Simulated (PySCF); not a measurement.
C5H7NO2Si: full NMR table

* Formula: C5H7NO2Si
* SMILES: C[C@@H]1[SiH2]Oc2conc21
* Point group of the computed structure: C1
* Degrees of unsaturation: 4
* Carbon signals: 5
* Proton signals: 5

Numbering as in the mapped SMILES `[CH3:1][C@@H:2]1[SiH2:3][O:4][c:5]2[cH:6][o:7][n:8][c:9]21`; H(Xn) means a hydrogen on atom n. Ha(Si3) is cis to C1 on the ring; Hb(Si3) is trans to C1 on the ring.

Method: coordinates at the GFN2-xTB level, NMR shieldings at PBE0/pcSseg-1/GIAO, in PySCF 2.14.0 with density-fitted response routines (in vacuum, rapidly exchanging positions averaged, single conformer, non-relativistic Hamiltonian).

Shifts are taken against calculated references (same method and geometry level): TMS for ¹H (31.72 ppm), ¹³C (186.93 ppm), ²⁹Si (349.16 ppm); ¹⁵N (267.73 ppm) vs NH3; H2O for ¹⁷O (336.08 ppm).

| carbon | δC, type | δH (multiplicity) | HMBC from (2–3 bonds) | span of the C tensor (ppm) |
| --- | --- | --- | --- | --- |
| C1 | 18.2, CH3 | 1.62 (d) | Hb(Si3), Ha(Si3), H(C2) | 26 |
| C2 | 19.8, CH | 2.93 (m) | Hb(Si3), Ha(Si3), H(C1) | 25 |
| C5 | 155.3, C | – | H(C6), Hb(Si3), Ha(Si3), H(C2) | 88 |
| C6 | 141.9, CH | 7.93 (s) | – | 139 |
| C9 | 167.9, C | – | H(C6), Hb(Si3), Ha(Si3), H(C2), H(C1) | 175 |

Other nuclei:
```
  atoms  nucleus                                                 environment  δ (ppm)  σ (ppm)
Hb(Si3)       ¹H  hydrogen on a silicon bonded to C, O, in a 5-membered ring     5.65    26.07
Ha(Si3)       ¹H  hydrogen on a silicon bonded to C, O, in a 5-membered ring     5.39    26.33
    Si3     ²⁹Si           silicon bonded to C, O, 2 H, in a 5-membered ring     31.1    318.1
     N8      ¹⁵N                          pyridine-type nitrogen of an azole    409.3   -141.5
     O7      ¹⁷O                                        aromatic ring oxygen    379.7    -43.6
     O4      ¹⁷O                oxygen bonded to C, Si, in a 5-membered ring     58.8    277.3
```

Carbon types of the structure: 2 × C, 2 × CH, 1 × CH3, leaving 2 H on heteroatoms. δC 167.9: substituted aromatic carbon next to a ring nitrogen. δC 155.3: aromatic carbon bearing oxygen; σ withdrawal by the attached heteroatom moves it downfield of the ring CH carbons. δC 141.9: aromatic CH next to the ring oxygen. δC 18.2: methyl carbon; saturated and bonded to C and H only. δH 7.93: hydrogen on an aromatic CH next to the ring oxygen; the ring current deshields protons in the ring plane.

Shifts are as computed. Against solution values, carbons near 30 ppm lie about +3 ppm off and those near 130 ppm about +5 ppm. Of 1309 compounds with measured shifts, 239 miss one by over three times the rms of a fit or turn the order of signals round; such compounds aren't used in these exercises. Unscaled 17O shifts of doubly bonded oxygen tend to come out too high, by tens of ppm or more. Experimental scales use liquid or dissolved standards, which lie at an offset from isolated NH3 (liquid NH3: subtract about 20 ppm) and H2O (liquid H2O: subtract about 36 ppm). Unscaled 15N shifts of sp2 nitrogen come out 20 to 40 ppm too high even then. No couplings were computed; multiplicities are counted from neighbouring protons, with m where these are inequivalent, close in shift, in a saturated or five-membered ring or joined by F or P, and br s for small geminal =CH2 splittings.
